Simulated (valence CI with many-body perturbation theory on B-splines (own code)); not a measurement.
# Er XLVII: key properties

Method: configuration interaction combined with many-body perturbation theory (CI+MBPT): four valence electrons over a frozen Dirac-Fock core [Ar], a basis of 7 s, 7 p, 8 d, 6 f, 4 g, 1 h functions for each j, with the one-electron correlation potential Σ1 (screened to all orders), the two-electron term Σ2, the three-electron term Σ3, Breit, model QED; selected single and double excitations, second order for the rest, scaled by the run's own slope (own B-spline code, finite nucleus).

No measured spectrum was set against this ion. As an estimate, large intervals hold to a few tenths of a per cent, small ones and those within an open d or f shell to about a per cent. Only levels of the ground parity were solved; by the run's estimate the other parity begins above the list, which can be wrong where configurations are misplaced.

Levels are named by their leading jj configuration (3d3/2^4 stands for four electrons in 3d with j = 3/2), which in mixed levels can hold well under half, so a name can repeat and another be missing.

Rates and lifetimes use the calculated energies. Strong lines usually hold to 10 to 20 %, long lifetimes can be off by a factor of two.

Question: What is the ground level?

Answer: (3d3/2^4) J=0, composition 59 % 3d⁴ ³P + 28 % 3d⁴ ⁵D + 13 % 3d⁴ ¹S.

Question: What is the ionisation energy?

Answer: 3916.9 eV; NIST lists 3916 ± 4 eV (theoretical).

Question: How well does LS coupling describe the low levels?

Answer: Among the lowest 20 levels the leading LS term, summed over configurations, holds 47 % on average. For single configurations the figures are 47 % in LS and 95 % in jj coupling. Terms mix most in the J = 4 level at 51.63 eV, where the leading one holds 29 %.

Question: Name the longest-lived excited levels whose lifetime is computed, and their main decay.

Answer: (3d3/2^2 3d5/2^2) J=6 at 100.01 eV lives 10.7 ms, mostly by M1 to (3d3/2^2 3d5/2^2) J=5. The lifetime of (3d3/2^3 3d5/2) J=4 is too uncertain to give, and may be longer.
